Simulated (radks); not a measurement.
Charge is removed step by step from the 4d up level of Mo3+, starting from [Kr] 4d(up 3, down 0). Calculated with a radial shooting solver on a logarithmic mesh with Libxc functionals: scalar-relativistic Kohn-Sham, r2SCAN, spin-polarised, spherical densities, finite nucleus; meta-GGA in the generalised Kohn-Sham scheme; Fermi nuclear charge, rms radius 4.4091 fm.

removed (e) = 0: E - E(0) (eV) 0.000; eigenvalue (eV) -34.030; E minus straight line (eV) 0.000
removed (e) = 0.1: E - E(0) (eV) 3.466; eigenvalue (eV) -35.287; E minus straight line (eV) -0.580
removed (e) = 0.2: E - E(0) (eV) 7.057; eigenvalue (eV) -36.555; E minus straight line (eV) -1.034
removed (e) = 0.3: E - E(0) (eV) 10.777; eigenvalue (eV) -37.834; E minus straight line (eV) -1.361
removed (e) = 0.4: E - E(0) (eV) 14.624; eigenvalue (eV) -39.123; E minus straight line (eV) -1.560
removed (e) = 0.5: E - E(0) (eV) 18.601; eigenvalue (eV) -40.421; E minus straight line (eV) -1.629
removed (e) = 0.6: E - E(0) (eV) 22.708; eigenvalue (eV) -41.730; E minus straight line (eV) -1.568
removed (e) = 0.7: E - E(0) (eV) 26.947; eigenvalue (eV) -43.048; E minus straight line (eV) -1.375
removed (e) = 0.8: E - E(0) (eV) 31.317; eigenvalue (eV) -44.375; E minus straight line (eV) -1.050
removed (e) = 0.9: E - E(0) (eV) 35.821; eigenvalue (eV) -45.712; E minus straight line (eV) -0.592
removed (e) = 1: E - E(0) (eV) 40.459; eigenvalue (eV) -47.057; E minus straight line (eV) 0.000

Removing the whole electron costs 40.459 eV by Delta-SCF, against 34.030 eV from minus the eigenvalue at the starting occupation. Slater's transition state (half an electron removed) gives 40.421 eV. Integrating minus the eigenvalue over the occupation (Janak's theorem) gives 40.462 eV. In this scalar-relativistic scheme the density is built from large components alone, so the theorem holds only approximately. The mean slope of the eigenvalue, de/dn, is 13.0 eV per electron. Ionisation energy of Mo3+ in the NIST Atomic Spectra Database: 40.3 eV (semi-empirical).
